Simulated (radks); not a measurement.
Spherical quantum dot in the effective-mass picture: electrons in a hard-walled sphere of radius 2.77, all in effective atomic units (hartree* = m*/eps^2 hartree, bohr* = eps/m* bohr), one dielectric constant everywhere. Calculated with a radial shooting solver with Libxc functionals: non-relativistic Kohn-Sham, r2SCAN, spin-polarised, spherical densities, generalised Kohn-Sham scheme. Levels are named by radial order and angular momentum (1s, 1p, 1d, 2s, ...), and open shells are averaged over m.

N = 17, configuration 1s2 1p6 1d(up 5, down 4). This is the lowest configuration that the search found. Occupied and some empty levels:

level,occupation,eigenvalue (hartree*),<r> (bohr*)
1s up,1,8.6040,1.749
1s down,1,8.6255,1.746
1p up,3,9.0188,1.856
1p down,3,9.0434,1.855
1d up,5,9.6933,1.939
1d down,4,9.7211,1.938
1f up,0,10.590,2.005
1f down,0,10.621,2.004
2s up,0,10.825,1.260
2s down,0,10.842,1.261
2p up,0,12.040,1.459
2p down,0,12.061,1.459

Energy (hartree*): total 92.0405, kinetic 31.460, external 0, Hartree 70.047, exchange-correlation -9.4666.
